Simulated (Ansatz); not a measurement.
Species: CH3BI2, SMILES `CB(I)I` (charge 0, multiplicity 1).

Give a relaxed geometry from PBE0-D3(BJ)/def2-TZVP in Ansatz (a quantum-chemistry and plane-wave program).

the end point of this relaxation (outside a Z-matrix the atoms follow the SMILES, hydrogens last).
Cartesian coordinates (Å) in one orientation:
```xyz
7

C     -0.805    -0.060    -0.032
B      0.741     0.061    -0.026
I      1.963    -1.676    -0.095
I      1.682     1.959     0.127
H     -1.125    -0.174     1.013
H     -1.299     0.833    -0.419
H     -1.157    -0.944    -0.567
```
